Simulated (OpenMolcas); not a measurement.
What dynamic correlation does to the levels of Mg

```json
{
  "Program": "OpenMolcas 26.06",
  "Basis": "ANO-RCC-VQZP [6s5p3d2f1g]",
  "Scalar Hamiltonian": "DKH2, point nucleus",
  "Active space": "2 electrons in 8 orbitals (3s 3p 4s 4p)",
  "State averaging": "2S+1 = 3 even, 3 roots; 2S+1 = 1 even, 1 root; 2S+1 = 3 odd, 3 roots; 2S+1 = 1 odd, 3 roots",
  "Spin-orbit coupling": "state interaction with AMFI integrals over the reference wave functions, term energies averaged over their components"
}
```

Methods on the same reference wave functions:
A. CASSCF
B. SS-CASPT2, IPEA 0.25 Eh, imaginary shift 0.1 Eh (closed shells correlated: 2s 2p)

Energies in cm-1 above 3s2 1S0, the measured ground level; measured values from NIST Handbook of Basic Atomic Spectroscopic Data.

```json
{"Level": "3s2 1S0", "A": "0.0", "B": "0.0", "Measured": "0.0"}
{"Level": "3s 3p 3P* 0", "A": "21965", "B": "21795", "Measured": "21850"}
{"Level": "3s 3p 3P* 1", "A": "21981", "B": "21810", "Measured": "21870"}
{"Level": "3s 3p 3P* 2", "A": "22012", "B": "21841", "Measured": "21911"}
{"Level": "3s 3p 1P* 1", "A": "40459", "B": "36788", "Measured": "35051"}
```

Deviations, from unrounded energies. A percentage is the sum of absolute deviations over the sum of measured energies, with the sign that they share, or ± where signs differ.

```json
{"Against measurement": "mean absolute deviation (cm-1)", "Levels": "4", "A": "1400", "B": "480"}
{"Against measurement": "other configurations (%)", "Levels": "4", "A": "+5.7", "B": "±1.9"}
```

B lies closest to measurement on these levels. The largest miss of B in the table is 3s 3p 1P* 1, by +1700 cm-1. The ranking rests on the paired levels alone, and a cruder setting can come out closer through cancelling errors.

The lowest spin-free term lies below A's lowest term by 0.280 hartree in B.

Active for correlation alone: 4p 4s; no level in the range computed is led by a configuration that fills them, so any true level of that kind is missing. Without dynamic correlation excited terms often stand tens of per cent too high (terms of higher spin than the ground term too low), and those without a measured partner can miss by more than the paired ones (holds for A). Computed and measured levels are paired by configuration, term and J; levels that our copy of the source lacks, or whose pairing is in doubt (as where it misses far off the trend of its configuration), stay unpaired and out of the deviations. Levels of configurations outside the active space are missing. Levels that lie high or do not pair safely by name in every column are left out.

* marks odd parity.
